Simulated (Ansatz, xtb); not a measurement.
## Two structures of F2H2NOSi+

We compare I, `O[NH+]=[Si](F)F`, a singlet, with II, a singlet given by its coordinates. Both are isolated ions in the gas phase, relaxed with B3LYP/6-31G*; the shapes shown needn't be the lowest conformers.

I (Å):

```json
{"atom": "F", "x (Å)": "0.4400", "y (Å)": "-1.0629", "z (Å)": "-3.7696"}
{"atom": "F", "x (Å)": "-0.5261", "y (Å)": "1.3439", "z (Å)": "-3.1611"}
{"atom": "N", "x (Å)": "-1.1042", "y (Å)": "-0.8057", "z (Å)": "-1.4743"}
{"atom": "O", "x (Å)": "-1.6145", "y (Å)": "0.0859", "z (Å)": "-0.5207"}
{"atom": "Si", "x (Å)": "-0.3751", "y (Å)": "-0.1579", "z (Å)": "-2.8043"}
{"atom": "H", "x (Å)": "-2.5889", "y (Å)": "-0.0110", "z (Å)": "-0.5626"}
{"atom": "H", "x (Å)": "-0.9678", "y (Å)": "-1.7576", "z (Å)": "-1.1290"}
```

II (Å):

```xyz
7

F    -1.8225    1.2080   -2.9526
F    -2.6605   -0.0166   -0.7791
N    -0.6827   -1.3049   -2.4655
O     0.0195   -0.2707   -1.4364
Si   -1.6434    0.0275   -1.9559
H    -0.6691   -2.1853   -1.9343
H     0.8009    0.0959   -1.9156
```

Close contacts (Å): F1–Si5 1.56, F2–Si5 1.56, N3–O4 1.62, N3–Si5 1.72, O4–Si5 1.77, N3–H6 1.03, O4–H7 0.99.

Problem. Which of the two would you expect CCSD(T)/def2-SVP + ΔMP2/def2-TZVPP electronic energies to favour?

Solution. Structure II; the calculation gives E(II) − E(I) = −0.425 eV.

The same difference at several levels:

```
                             level      geometry  E(II) − E(I) (eV)  departure from the last row (eV)  job, with rough time for the two
                      B3LYP/6-31G*  B3LYP/6-31G*              −0.306                            +0.119                optimisation, 49 s
                       HF/def2-SVP  B3LYP/6-31G*              −0.023                            +0.401           part of the CCSD(T) run
                      MP2/def2-SVP  B3LYP/6-31G*              −0.147                            +0.277           part of the CCSD(T) run
                  CCSD(T)/def2-SVP  B3LYP/6-31G*              −0.201                            +0.223                      single point
CCSD(T)/def2-SVP + ΔMP2/def2-TZVPP  B3LYP/6-31G*              −0.425                                                  single point, 32 s
```

None of the levels shown reverses the order. The largest departure from CCSD(T)/def2-SVP + ΔMP2/def2-TZVPP is that of HF/def2-SVP, 0.401 eV. Levels run at GFN2-xTB geometries aren't shown. The last row adds to CCSD(T) the change of the MP2 difference between the two basis sets, here −0.223 eV, a large step that makes the value less sure.

With harmonic frequencies from B3LYP/6-31G* (ideal gas, rigid rotor, one conformer each, 298.15 K, 1 atm): on the last row, ΔE + ΔZPE = −0.433, ΔH = −0.449, ΔG = −0.409 eV.

The correlated steps freeze 9 core orbitals. Run with Ansatz 0.2.0; the last row on 1 thread of Intel(R) Xeon(R) Platinum 8259CL CPU @ 2.50GHz (Skylake/Cascade Lake) on a shared host.
